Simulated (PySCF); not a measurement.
**How methods differ on the excitation energy of Al⁺**

Al⁺ [Ne] 3s2 (1S) → Al⁺ [Ne] 3s1 3p1 (3P), as a difference of total energies. Computed with PySCF 2.14 in x2c-TZVPPall with one added diffuse shell each of s, p, d type (6s6p4d1f, 51 functions), with scalar relativity by spin-free X2C-1e. Correlated levels: valence: [Ne] frozen. The calculations carry no spin-orbit coupling.

```
           method  excitation energy (cm⁻¹)  error (cm⁻¹)
              UHF                     28843         -8672
    MP2 (valence)                     34364         -3152
SCS-MP2 (valence)                     35934         -1582
   CCSD (valence)                     36500         -1016
```

Reference: 37516 cm⁻¹ (measured; NIST levels, between the centres of gravity of the two terms).

Errors of the correlated levels include the incompleteness of this basis and the frozen core.

With two correlated electrons CCSD is exact in that space.
